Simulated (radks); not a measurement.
The numbers below are computed, except where a source is named.
Charge is removed step by step from the 3d down level of Ta, starting from [Ar] 3d(up 5, down 5) 4s2 4p6 4d10 4f14 5s2 5p6 5d3 6s2. Code: a radial shooting solver on a logarithmic mesh with Libxc functionals. Model: scalar-relativistic Kohn-Sham, r2SCAN, spin-polarised, spherical densities, finite nucleus; open shells are filled with parallel spins first (spin-orbit coupling, left out, can overturn this in heavy ions); meta-GGA in the generalised Kohn-Sham scheme; Fermi nuclear charge, rms radius 5.3507 fm.

removed (e),E - E(0) (eV),eigenvalue (eV),E minus straight line (eV)
0,0.000,-1737.3,0.000
0.125,217.26,-1744.4,-3.151
0.25,435.40,-1751.5,-5.418
0.375,654.44,-1758.7,-6.793
0.5,874.37,-1765.9,-7.267
0.625,1095.2,-1773.2,-6.833
0.75,1317.0,-1780.6,-5.481
0.875,1539.7,-1788.0,-3.206
1,1763.3,-1795.5,0.000

Removing the whole electron costs 1763.3 eV by Delta-SCF, against 1737.3 eV from minus the eigenvalue at the starting occupation. Slater's transition state (half an electron removed) gives 1765.9 eV. Integrating minus the eigenvalue over the occupation (Janak's theorem) gives 1766.1 eV. In this scalar-relativistic scheme the density is built from large components alone, so the theorem holds only approximately. The mean slope of the eigenvalue, de/dn, is 58.2 eV per electron.
